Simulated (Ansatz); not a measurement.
Start from `C#C[SiH2]O` and change one atom or group to get `O[SiH2]C#C[SiH3]`.

Ansatz, PBE0-D4/def2-TZVP geometries, multiplicity 1. Each molecule was computed in one conformer, which needn't be the lowest.

| property | `C#C[SiH2]O` |
| --- | --- |
| size of the dipole moment (PBE/def2-TZVPP) / D | 1.56 |
| HOMO energy (PBE/def2-TZVPP) / eV | -7.05 |
| HOMO–LUMO gap (ωB97M-V/def2-TZVPP) / eV | 11.84 |
| LUMO energy (ωB97M-V/def2-TZVPP) / eV | 1.30 |
| HOMO energy (B3LYP/def2-TZVPP) / eV | -8.06 |
| HOMO–LUMO gap (PBE/def2-TZVPP) / eV | 5.55 |

Give the same properties after the change, and the shifts. (An estimate is asked.)

Ansatz gave: 
```csv
property,`O[SiH2]C#C[SiH3]`,shift
size of the dipole moment (PBE/def2-TZVPP) / D,1.32,-0.24
HOMO energy (PBE/def2-TZVPP) / eV,-6.99,0.06
HOMO–LUMO gap (ωB97M-V/def2-TZVPP) / eV,11.29,-0.55
LUMO energy (ωB97M-V/def2-TZVPP) / eV,0.90,-0.40
HOMO energy (B3LYP/def2-TZVPP) / eV,-7.96,0.10
HOMO–LUMO gap (PBE/def2-TZVPP) / eV,5.09,-0.46
```

With PBE0 the HOMO rises by 0.11 eV and the LUMO falls by 0.44 eV, so the gap narrows by about 0.55 eV. PBE moves the HOMO by 0.06 eV and ωB97M-V by 0.15 eV. Dipoles are sizes alone; their direction can turn.

B3LYP here is the variant with VWN-RPA as its local correlation; programs differ in this.
